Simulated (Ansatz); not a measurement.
BeClH (SMILES [BeH][Cl]) moved off its minimum; all values from Ansatz (a program for electronic structure), cores frozen in correlated methods.
(charge 0, multiplicity 1)
```xyz
3

Be    -0.01110     0.10980    -1.36059
H     -0.08764     0.10917    -2.63819
Cl     0.05475    -0.05827     0.55081
```

Task: Give the forces (eV/Å), the total energy and the dipole at CCSD(T)/aug-cc-pV(T+d)Z.

Result: 
| atom | Fx | Fy | Fz |
|---|---|---|---|
| Be1 | 0.063 | -0.290 | 2.452 |
| H2 | -0.022 | 0.086 | -0.777 |
| Cl3 | -0.041 | 0.205 | -1.675 |
Energy -475.0829 hartree, dipole 1.05 D.
